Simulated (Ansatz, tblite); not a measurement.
Removing and adding an electron: Al(PH3)F3 (AlPH3F3). Charge 0, multiplicity 1. Geometry: r2SCAN-D4/def2-SVP. Ansatz, gas phase; energy differences of separate SCF runs; the oxidised species was run as a doublet alone; the reduced species was run as a doublet alone.

```xyz
8

Al   -0.054    1.243    0.643
P     0.043   -0.973   -0.505
H    -0.131   -1.006   -1.909
H    -0.900   -1.958   -0.124
H     1.235   -1.729   -0.395
F    -1.582    1.709    0.176
F     1.239    1.984   -0.099
F     0.150    0.728    2.213
```

The xTB rows come from tblite. HOMO above LUMO, or a gap near zero within one spin, warns that the state may not be the lowest or that an electron is smeared out.

Problem. Estimate orbital energies and vertical ionisation energies and electron affinities at: GFN1-xTB; GFN2-xTB; PBE-D4/def2-TZVP; PBE-D4/def2-TZVPD; r2SCAN-D4/def2-TZVP; r2SCAN-D4/def2-TZVPD; PBE0-D4/def2-TZVP; PBE0-D4/def2-TZVPD.

Solution. 
```tsv
level	−HOMO (eV)	vertical IE (eV)	−LUMO (eV)	vertical EA (eV)	HOMO–LUMO gap (eV)	IE − EA (eV)	remarks
GFN1-xTB	13.23	16.39	7.64	4.34	5.59	12.05	–
GFN2-xTB	12.56	15.48	6.71	3.87	5.85	11.62	–
PBE-D4/def2-TZVP	8.38	11.44	1.69	–	6.69	–	gap within one spin near zero (+1 doublet)
PBE-D4/def2-TZVPD	8.45	–	1.76	-0.26	6.69	–	HOMO above zero (-1 doublet)
r2SCAN-D4/def2-TZVP	8.75	11.69	1.42	–	7.33	–	–
r2SCAN-D4/def2-TZVPD	8.79	–	1.45	-0.47	7.34	–	HOMO above zero (-1 doublet)
PBE0-D4/def2-TZVP	9.89	12.06	0.77	–	9.12	–	–
PBE0-D4/def2-TZVPD	9.93	–	0.84	-0.43	9.09	–	HOMO above zero (-1 doublet)
```

   A HOMO above zero means that the electron is unbound at that level or that self-interaction error raises the level; the energy of removing that electron tells which. Raw xTB energy differences between charge states are shifted by several eV; the methods need an empirical correction for them. A negative affinity means that the extra electron isn't bound; its size then hangs on the basis.
